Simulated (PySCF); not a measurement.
**Electron correlation in P³⁺ (phosphorus, charge +3)**

[Ne] 3s2, closed-shell 1S. Calculation: PySCF 2.14, in x2c-QZVPPall with one added diffuse shell each of s, p, d, f type (10s7p5d3f1g, 86 functions); the spin-free X2C one-electron Hamiltonian (Gaussian nucleus). Frozen: [Ne]; 2 electrons correlated.

With two correlated electrons CCSD is exact within the correlated space (frozen core and kept virtual orbitals).

```json
{"level": "CCSD", "correlation energy (mhartree)": "-50.24"}
```

Diagnostics: T1 = 0.0049, D1 = 0.0069, largest double amplitude 0.113.

Cost of the coupled-cluster step: roughly 3 core-seconds, for 2 correlated electrons.

Iterations:

```
CC2 = 0
CCSD nocc = 1, nmo = 81
frozen orbitals [0, 1, 2, 3, 4]
max_cycle = 100
direct = 0
conv_tol = 1e-08
conv_tol_normt = 1e-06
diis_space = 8
diis_start_cycle = 0
Init t2, MP2 energy = -339.419413865764  E_corr(MP2) -0.0370202705403464
Init E_corr(CCSD) = -0.0370202705412799
cycle = 1  E_corr(CCSD) = -0.0446606832234144  dE = -0.00764041268  norm(t1,t2) = 0.0427752
cycle = 2  E_corr(CCSD) = -0.04782686821323  dE = -0.00316618499  norm(t1,t2) = 0.0189622
cycle = 3  E_corr(CCSD) = -0.050252130143279  dE = -0.00242526193  norm(t1,t2) = 0.00857466
cycle = 4  E_corr(CCSD) = -0.0502396015160794  dE = 1.25286272e-05  norm(t1,t2) = 0.000373965
cycle = 5  E_corr(CCSD) = -0.0502454123861115  dE = -5.81087003e-06  norm(t1,t2) = 1.94993e-05
cycle = 6  E_corr(CCSD) = -0.0502440934558015  dE = 1.31893031e-06  norm(t1,t2) = 4.0817e-06
cycle = 7  E_corr(CCSD) = -0.0502442038980456  dE = -1.10442244e-07  norm(t1,t2) = 4.22051e-07
cycle = 8  E_corr(CCSD) = -0.0502442084221625  dE = -4.52411688e-09  norm(t1,t2) = 4.19809e-08
CCSD converged
E(CCSD) = -339.4326378036456  E_corr = -0.05024420842216248
```
